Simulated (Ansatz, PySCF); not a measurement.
Dimer: aminoborane (SMILES BN) (first 6 atoms) with aminoborane (SMILES BN); geometry from B3LYP-D3(BJ)/def2-TZVP, rigid monomers moved along the line of their centres of mass till H5···N8 is 3.38 Å.
(charge 0, multiplicity 1):
```xyz
12

B     -0.784     0.355    -0.291
N      0.430    -0.199     0.078
H     -1.089     0.405    -1.442
H     -1.509     0.781     0.560
H      0.731    -0.270     1.038
H      1.086    -0.580    -0.585
B      0.294    -0.736     4.985
N      0.032     0.427     4.272
H     -0.417    -1.681     4.831
H      1.234    -0.765     5.719
H      0.575     1.269     4.372
H     -0.758     0.536     3.654
```

Counterpoise-corrected where a basis set is named; no monomer relaxation.

Cores are frozen in the correlated methods.

Programs: Ansatz (Gaussian orbitals); PySCF for the dispersion terms. Values without a source in brackets are computed.

PBE/def2-TZVPPD gives -4.3 kJ/mol for the interaction energy.

Q: How do the other levels lie against it? Give each less PBE: PBE-D3(BJ)/def2-TZVPPD, r2SCAN/def2-TZVPPD, B3LYP/def2-TZVPPD, wB97M-V/def2-TZVPPD, MP2/aug-cc-pVDZ, CCSD(T)/aug-cc-pVDZ.

A: PBE-D3(BJ)/def2-TZVPPD -1.8; r2SCAN/def2-TZVPPD 0.2; B3LYP/def2-TZVPPD 1.6; wB97M-V/def2-TZVPPD -0.7; MP2/aug-cc-pVDZ -0.6; CCSD(T)/aug-cc-pVDZ -0.7 kJ/mol. 2 of 6 lie above PBE; the widest gap is to PBE-D3(BJ)/def2-TZVPPD.

Ansatz is an electronic-structure program.
